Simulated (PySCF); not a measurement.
CH6BOP. Atoms are numbered in the order given.

```xyz
10

B     -0.7556     0.4765    -0.4240
H     -1.7142     1.1345    -0.7521
O     -0.3081    -0.4163    -1.3263
C      0.7832    -1.2918    -1.1082
H      0.7037    -1.8009    -0.1324
H      0.7808    -2.0490    -1.9049
H      1.7391    -0.7433    -1.1435
P     -0.0715     0.6314     1.3811
H     -0.2209     2.0423     1.4958
H      1.3275     0.6448     1.1002
```
Charge 0, spin multiplicity 1.

Coordinates come from a B3LYP-D3(BJ)/def2-SVP optimisation. One conformer was computed; it need not be the lowest.

The numbers are results of B3LYP/pcSseg-1 (PySCF), not measurements.

GIAO shieldings, no solvent; atoms listed in one row are averaged. δ = σ(ref) − σ: ¹¹B against BF3 (σ = 86.3 ppm); ¹H against TMS (σ = 31.68 ppm); ¹⁷O against H2O (σ = 333.8 ppm); ¹³C against TMS (σ = 181.3 ppm); ³¹P against PH3 (σ = 567.1 ppm), references at their B3LYP-D3(BJ)/def2-TZVP geometries, non-relativistic.

Computed chemical shifts:
```tsv
nucleus	atoms	count	δ (ppm)
¹¹B	B1	1	46.0
¹H	H2	1	6.35
¹H	H5, H6, H7	3	4.11
¹H	H10	1	2.59
¹H	H9	1	2.37
¹⁷O	O3	1	213.9
¹³C	C4	1	60.6
³¹P	P8	1	44.4
```
